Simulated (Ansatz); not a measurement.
`FB(F)F` + HCl → `FB(F)Cl` + H–F at 700 K and 1 bar (ligand exchange at a B–F bond).

Computed with Ansatz on PBE0-D4/def2-TZVP structures; ΔE is electronic, products minus reactants. CBS: MP2 limit from def2 TZ/QZ plus the TZ coupled-cluster correction, frozen cores. This one scheme is used for every species.

```json
{"species": "`FB(F)F`", "CCSD(T)/CBS energy (Eh)": "-324.35731", "H − E (kJ/mol)": "69.5", "S (J/(mol·K))": "306.2"}
{"species": "HCl", "CCSD(T)/CBS energy (Eh)": "-460.38127", "H − E (kJ/mol)": "38.4", "S (J/(mol·K))": "211.8"}
{"species": "`FB(F)Cl`", "CCSD(T)/CBS energy (Eh)": "-684.31926", "H − E (kJ/mol)": "67.3", "S (J/(mol·K))": "330.2"}
{"species": "H–F", "CCSD(T)/CBS energy (Eh)": "-100.39570", "H − E (kJ/mol)": "45.2", "S (J/(mol·K))": "198.5"}
```

H − E and S are ideal-gas, rigid-rotor, harmonic terms from PBE0-D4/def2-TZVP. 1 Eh = 2625.50 kJ/mol, R = 8.31446 J/(mol·K).

**Question.** By hand: ΔE, ΔH, ΔS and ΔG.

**Answer.** ΔE = (-684.31926) + (-100.39570) − (-324.35731) − (-460.38127) = 0.02362 Eh = 62.0 kJ/mol. Δ(H − E) = 67.3 + 45.2 − 69.5 − 38.4 = 4.6, so ΔH = 66.6 kJ/mol. ΔS = 330.2 + 198.5 − 306.2 − 211.8 = 10.7 J/(mol·K). ΔG = 66.6 − 700 × (10.7)/1000 = 59.1 kJ/mol.

**Question.** By hand: the equilibrium constant, and the temperature at which ΔG would vanish if ΔH and ΔS stayed fixed.

**Answer.** log₁₀ K = −ΔG/(RT ln 10) = -4.4. ΔG = 0 at ΔH/ΔS = 6224 K, far beyond where these terms or the molecules hold.

The number of gas molecules stays the same, so ΔS is small and ΔH decides. A doubt of 5 kJ/mol in ΔE shifts log₁₀ K by 0.4 here. These are equilibria of isolated gas molecules and say nothing of rates. Largest T1 diagnostic: 0.012 (customary marks: 0.02 for closed shells, 0.045 for open ones).
